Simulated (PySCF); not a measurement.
```xyz
3
charge 0 multiplicity 1, angstrom
Ni    0.0000    0.0000    0.0000
F     0.0000    0.0000    1.7189
F     0.0000    0.0000   -1.7189
```

All numbers come from PBE0 in PySCF with Ni def2-TZVP, F def2-TZVP; no relativity; density-fitted integrals.

This geometry of NiF2 is a stationary point at this level.

Q: What is the point group?

A: D∞h.

Q: Is it a minimum?

A: Yes: all harmonic wavenumbers are real.

Q: Which band is strongest in the infrared?

A: 751 cm⁻¹ (σu+), 262 km/mol.

Q: Give the atomic charges and bond orders.

A: 
```
atom  Mulliken  Löwdin  polar tensor  Mayer order to Ni1
 Ni1      1.00    0.60          1.53                   –
F2,3     -0.50   -0.30         -0.76                0.77
```

Q: Give the ideal-gas entropy at 298.15 K and 1 bar by parts.

A: translation 165.8, rotation 62.7, vibration 19.3, spin 0.0; total 247.7 J/(mol K).

Stability towards spin polarisation was not tested. Only a few start shapes were tried, so a lower isomer may exist.
